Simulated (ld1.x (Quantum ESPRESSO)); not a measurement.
**Gd PAW: all-electron and pseudo phase curves**

ld1.x (Quantum ESPRESSO) 7.5 input, shortened:

```
&input
   title='Gd', zed=64., rel=1, dft='WC', iswitch=3,
   config='[Xe] 4f7 5d1 6s1 6p1'
 /
 &inputp
   pseudotype=3, lpaw=.true., tm=.true., lloc=-1, rcloc=1.60,
   nlcc=.true., new_core_ps=.true., rcore=0.90,
   which_augfun='BESSEL', rmatch_augfun=1.35
 /
8
5S  1  0   2.00   0.00  1.90  2.35  0.0
6S  2  0   1.00   0.00  1.90  2.35  0.0
5P  2  1   6.00   0.00  2.60  2.95  0.0
6P  3  1   1.00   0.00  2.60  2.95  0.0
5D  3  2   1.00   0.00  2.90  3.45  0.0
5D  3  2   0.00   0.45  2.90  3.45  0.0
4F  4  3   7.00   0.00  1.20  1.45  0.0
4F  4  3   0.00   1.65  1.20  1.45  0.0
 &test
   configts(1)='4f7 5s2 5p6 5d1 6s1 6p1'
 /
```

The phase is arctan(r·u′/u) with u = r·R(r), unwrapped; energies in Ry, scanned from -6 to 5 Ry. A pole is an energy at which the radial function vanishes at the test radius. The pseudo phase is shifted by a multiple of π to meet the all-electron one at the reference energy, and phase errors are pseudo minus all-electron; the curves can meet again beyond the range given. Levels narrower than the energy grid can be missing from the lists of poles. n/a: not evaluated, since a narrow level or a reset projector energy made the automatic matching unsafe.

For each channel, where are the poles, and over which energies does the pseudopotential scatter like the atom?

```csv
channel,radius (bohr),reference energy (Ry),"poles, all-electron","poles, pseudo",unbroken range about the reference energy with phases within 0.05 rad,phase error 1 Ry above the reference energy (rad)
s,3.75,-0.36,0.60,"0.59, 2.52",n/a,n/a
p,3.75,-0.14,"-2.08, 1.43","-2.08, -1.54, 1.04",-1.4 to 0.2,-0.073
d,3.75,-0.26,"-0.01, 3.00","-1.07, -0.02, 1.42",-0.4 to 0.8,-0.038
f,3.75,-0.74,1.95,1.95,n/a,n/a
```

The ghost test of this file was not conclusive. Its overlap operator is not positive definite in a basis up to 400 Ry (lowest eigenvalue p -0.55, d -1.90), so the file is unfit for use: the generalised eigenproblem breaks down once the basis is large enough, and its test numbers describe a broken file.

Phases in the f channel:

```json
{"E (Ry)": "-6.00", "all-electron": "1.465", "pseudo": "1.465"}
{"E (Ry)": "-5.74", "all-electron": "1.463", "pseudo": "1.463"}
{"E (Ry)": "-5.48", "all-electron": "1.460", "pseudo": "1.460"}
{"E (Ry)": "-5.22", "all-electron": "1.458", "pseudo": "1.458"}
{"E (Ry)": "-4.96", "all-electron": "1.455", "pseudo": "1.455"}
{"E (Ry)": "-4.70", "all-electron": "1.452", "pseudo": "1.452"}
{"E (Ry)": "-4.44", "all-electron": "1.449", "pseudo": "1.449"}
{"E (Ry)": "-4.18", "all-electron": "1.446", "pseudo": "1.446"}
{"E (Ry)": "-3.92", "all-electron": "1.442", "pseudo": "1.442"}
{"E (Ry)": "-3.66", "all-electron": "1.438", "pseudo": "1.438"}
{"E (Ry)": "-3.40", "all-electron": "1.433", "pseudo": "1.433"}
{"E (Ry)": "-3.14", "all-electron": "1.428", "pseudo": "1.428"}
{"E (Ry)": "-2.88", "all-electron": "1.423", "pseudo": "1.423"}
{"E (Ry)": "-2.62", "all-electron": "1.416", "pseudo": "1.416"}
{"E (Ry)": "-2.36", "all-electron": "1.409", "pseudo": "1.409"}
{"E (Ry)": "-2.10", "all-electron": "1.401", "pseudo": "1.401"}
{"E (Ry)": "-1.84", "all-electron": "1.391", "pseudo": "1.391"}
{"E (Ry)": "-1.58", "all-electron": "1.380", "pseudo": "1.380"}
{"E (Ry)": "-1.32", "all-electron": "1.366", "pseudo": "1.366"}
{"E (Ry)": "-1.06", "all-electron": "1.347", "pseudo": "1.347"}
{"E (Ry)": "-0.80", "all-electron": "1.303", "pseudo": "1.303"}
{"E (Ry)": "-0.54", "all-electron": "-1.829", "pseudo": "-1.829"}
{"E (Ry)": "-0.28", "all-electron": "-1.873", "pseudo": "-1.873"}
{"E (Ry)": "-0.02", "all-electron": "-1.934", "pseudo": "-1.934"}
{"E (Ry)": "0.24", "all-electron": "-2.039", "pseudo": "-2.039"}
{"E (Ry)": "0.50", "all-electron": "-2.263", "pseudo": "-2.263"}
{"E (Ry)": "0.76", "all-electron": "-2.913", "pseudo": "-2.913"}
{"E (Ry)": "1.02", "all-electron": "-3.974", "pseudo": "-3.974"}
{"E (Ry)": "1.28", "all-electron": "-4.408", "pseudo": "-4.408"}
{"E (Ry)": "1.54", "all-electron": "-4.578", "pseudo": "-4.578"}
{"E (Ry)": "1.80", "all-electron": "-4.672", "pseudo": "-4.672"}
{"E (Ry)": "2.06", "all-electron": "-4.739", "pseudo": "-4.739"}
{"E (Ry)": "2.32", "all-electron": "-4.798", "pseudo": "-4.798"}
{"E (Ry)": "2.58", "all-electron": "-4.865", "pseudo": "-4.865"}
{"E (Ry)": "2.84", "all-electron": "-4.962", "pseudo": "-4.961"}
{"E (Ry)": "3.10", "all-electron": "-5.157", "pseudo": "-5.157"}
{"E (Ry)": "3.36", "all-electron": "-5.825", "pseudo": "-5.823"}
{"E (Ry)": "3.62", "all-electron": "-7.122", "pseudo": "-7.121"}
{"E (Ry)": "3.88", "all-electron": "-7.522", "pseudo": "-7.522"}
{"E (Ry)": "4.14", "all-electron": "-7.661", "pseudo": "-7.660"}
{"E (Ry)": "4.40", "all-electron": "-7.731", "pseudo": "-7.731"}
{"E (Ry)": "4.66", "all-electron": "-7.776", "pseudo": "-7.776"}
{"E (Ry)": "4.92", "all-electron": "-7.809", "pseudo": "-7.809"}
```
